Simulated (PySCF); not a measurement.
Radial density of Ti (titanium, neutral)

UHF, [Ar] 3d3 4s1, high-spin 5F determinant (an excited configuration). All numbers are calculated (PySCF 2.14, the spin-free X2C one-electron Hamiltonian (Gaussian nucleus), in x2c-QZVPPall (11s7p5d3f2g, 96 functions)).

```tsv
r (bohr)	4πr²ρ (e/bohr)	4πr²(ρα − ρβ)
0.00112	0.1419	0.0000
0.00189	0.3692	0.0001
0.00318	0.9400	0.0002
0.00534	2.311	0.0004
0.00899	5.355	0.0009
0.0151	11.20	0.0018
0.0254	19.66	0.0027
0.0428	25.94	0.0015
0.0719	23.07	-0.0053
0.121	19.74	-0.0090
0.203	27.50	0.0430
0.342	19.43	0.2891
0.576	7.870	0.9615
0.968	10.21	1.5867
1.63	3.746	1.2908
2.74	0.8279	0.7351
4.61	0.2614	0.2613
7.75	0.02170	0.0217
13.0	8.079e-05	0.0001
```

Densities and radii are taken from the X2C orbitals without a picture-change correction, which distorts them close to the nucleus.

Question: Where is the radial spin density 4πr²(ρα − ρβ) most negative, and why is it negative at all?

Answer: Around r = 0.121 bohr, down to -0.0090 e/bohr: exchange with the open shell polarises the paired shells in an unrestricted calculation.
